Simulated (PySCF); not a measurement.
**Radial density of Re (rhenium, neutral)**

UHF, [Xe] 4f14 5d6 6s1, 6s spin antiparallel (an excited configuration). Computed with PySCF 2.14 in def2-QZVPPD with the def2 core potential (60 electrons) (7s6p4d4f2g, 91 functions), with scalar relativity through the core potential. This is the valence pseudo-density: the core potential removes the inner electrons and smooths the orbitals near the nucleus.

```tsv
r (bohr)	4πr²ρ (e/bohr)	4πr²(ρα − ρβ)
0.156	1.467e-05	0.0000
0.262	0.0008044	0.0003
0.440	0.1478	0.0113
0.740	6.158	0.3844
1.24	10.91	2.2001
2.09	3.488	1.4443
3.52	0.8018	0.0140
5.92	0.08379	-0.0519
9.96	0.001071	-0.0010
```

⟨L²⟩ = 8.09 against 6 for a pure D term, so this real determinant mixes terms. Energies and moments cover only the electrons outside the core potential. Spin-orbit coupling, absent here, splits the open shell strongly. With the s spin flipped the determinant is a mixture of two multiplicities, not a spectroscopic state. The s, p, d and f populations moved away from the nominal configuration during the SCF.
